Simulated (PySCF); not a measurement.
## C₆ coefficients of unlike pairs at UHF

Calculated with PySCF 2.14 from the dipole response of each species, C₆(A,B) = (3/π) ∫ α_A(iu) α_B(iu) du, in atomic units, from isotropic polarisabilities. For ions this is the dispersion term alone; charge-induced terms of lower order in 1/R come first.

| species | configuration | basis | relativity | α (bohr³) | C₆ (like pair) |
| --- | --- | --- | --- | --- | --- |
| Cl⁺ | [Ne] 3s2 3p4 (3P) | aug-cc-pCVTZ-DK (8s7p5d3f) | spin-free X2C | 8.564 | 40.53 |
| Ni | [Ar] 3d8 4s2 (3F) | x2c-QZVPPall with one added diffuse shell each of s, p, d, f, g type (12s8p7d5f3g) | spin-free X2C | 62.13 | 540.1 |
| K⁺ | [Ar] (1S) | x2c-QZVPPall with one added diffuse shell each of s, p, d, f type (12s8p5d4f) | spin-free X2C | 5.379 | 22.57 |
| Xe³⁺ | [Kr] 4d10 5s2 5p3 (4S) | x2c-QZVPPall with one added diffuse shell each of s, p, d, f type (14s10p8d5f1g) | spin-free X2C | 9.730 | 58.20 |

**Question.** Estimate C₆ for K⁺ with Ni.

**Answer.** The integral gives 84.74. The combination rule 2 C_A C_B / (C_A α_B/α_A + C_B α_A/α_B) gives 79.30 and the geometric mean 110.4.

No spin-orbit coupling is included.

The other pairs:

```json
{"pair": "Xe³⁺, K⁺", "C₆": "36.05"}
{"pair": "Ni, Cl⁺", "C₆": "124.3"}
{"pair": "Xe³⁺, Ni", "C₆": "144.4"}
{"pair": "Xe³⁺, Cl⁺", "C₆": "48.30"}
{"pair": "K⁺, Cl⁺", "C₆": "29.83"}
```
